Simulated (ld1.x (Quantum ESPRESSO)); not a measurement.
# Which change was made? (Si, TM)

ld1.x (Quantum ESPRESSO) 7.5 input, shortened:

```
&input
   title='Si', zed=14., rel=1, dft='REVPBE', iswitch=3,
   config='[Ne] 3s2 3p1.5'
 /
 &inputp
   pseudotype=2, tm=.true., lloc=0,
   nlcc=.false.
 /
2
3P  2  1   1.50   0.00  2.20  2.20  0.0
3S  1  0   2.00   0.00  1.90  1.90  0.0
 &test
   configts(1)='3s2 3p1.5'
 /
```

Cutoffs, loose and tight: the cutoffs (Ry, on a coarse ladder) from which the occupation-weighted sum of valence levels, in a spherical-Bessel basis at the reference potential, stays within 10 and 1 mRy of its value at 400 Ry. They do not see the model core or the augmentation charge, which bear on the density cutoff. Test errors are all-electron minus pseudo excitation energies from the reference, over the configurations 3s2 3p2; 3s2 3p1; 3s2 3p0; 3s0 3p4; 3s1 3p0; 3s2 3p2.3; 3s1 3p3; variants that change the core or the reference have their own tests.

The base gives: outcome: generated; cutoff, loose: 15 Ry; cutoff, tight: 35 Ry; bound ghosts: none; largest test error (meV): -14.

(1) After one change the result is: outcome: generated; cutoff, loose: 15 Ry; cutoff, tight: 35 Ry; bound ghosts: none; largest test error (meV): -30. Which change was it?
A. local potential all-electron potential smoothed inside 2.00 bohr (lloc = -1)
B. wave 3s (bound): rc 1.90 bohr becomes 3s (bound): rc 2.82 bohr
C. type ultrasoft; waves now 3s (bound): rcut 1.65, rcutus 1.90 bohr; 3s channel at -0.3 Ry: rcut 1.65, rcutus 1.90 bohr; 3p (bound): rcut 1.90, rcutus 2.20 bohr; 3p channel at -0.2 Ry: rcut 1.90, rcutus 2.20 bohr; local potential all-electron potential smoothed inside 1.85 bohr (lloc = -1); augmentation PSQ, radius 1.60 bohr
D. core correction a·sin(br)/r model core inside 1.96 bohr

Results:

(1) D. The others give: type ultrasoft; waves now 3s (bound): rcut 1.65, rcutus 1.90 bohr; 3s channel at -0.3 Ry: rcut 1.65, rcutus 1.90 bohr; 3p (bound): rcut 1.90, rcutus 2.20 bohr; 3p channel at -0.2 Ry: rcut 1.90, rcutus 2.20 bohr; local potential all-electron potential smoothed inside 1.85 bohr (lloc = -1); augmentation PSQ, radius 1.60 bohr → outcome: generated; cutoff, loose: 8 Ry; cutoff, tight: 15 Ry; bound ghosts: none; largest test error (meV): -51 | local potential all-electron potential smoothed inside 2.00 bohr (lloc = -1) → outcome: generated; cutoff, loose: 15 Ry; cutoff, tight: 35 Ry; bound ghosts: none; largest test error (meV): +5.7 | wave 3s (bound): rc 1.90 bohr becomes 3s (bound): rc 2.82 bohr → outcome: generated; cutoff, loose: 8 Ry; cutoff, tight: 18 Ry; bound ghosts: none; largest test error (meV): +31.
